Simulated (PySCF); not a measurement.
CH6OSeSi.

```xyz
10

Si    -0.6818     0.2496    -0.9204
Se     1.2086     0.5161     0.3691
O     -1.9190    -0.5160    -0.1204
C     -1.8359    -1.7954     0.4672
H     -1.1773     1.6082    -1.2368
H     -0.2899    -0.5155    -2.1388
H      1.7607    -0.7941    -0.0265
H     -1.0401    -1.8380     1.2331
H     -2.7975    -2.0211     0.9527
H     -1.6363    -2.5816    -0.2855
```

Coordinates come from a B3LYP-D3(BJ)/def2-SVP optimisation. This is a generated structure with no PubChem entry under its InChIKey; it may be hypothetical. One conformer was computed; it need not be the lowest.

All values below come from KT2/pcSseg-1 (PySCF). Non-relativistic, no solvent.

### Question
Give the absolute GIAO shielding of each atom: isotropic value and principal components (ppm). (The exact figures need the calculation; the answer reports its results.)

### Answer

```tsv
atom	σ(iso)	σ11	σ22	σ33	span
Si1	369.3	278.9	367.7	461.1	182.2
Se2	2058.6	1862.2	2084.9	2228.8	366.6
O3	285.6	188.8	313.5	354.4	165.5
C4	130.3	101.5	108.7	180.5	79.0
H5	25.7	20.8	24.8	31.5	10.7
H6	25.4	20.2	24.6	31.3	11.1
H7	30.3	21.5	25.7	43.7	22.2
H8	27.3	22.5	27.1	32.3	9.8
H9	27.4	23.4	25.2	33.7	10.3
H10	27.9	24.4	25.1	34.1	9.8
```
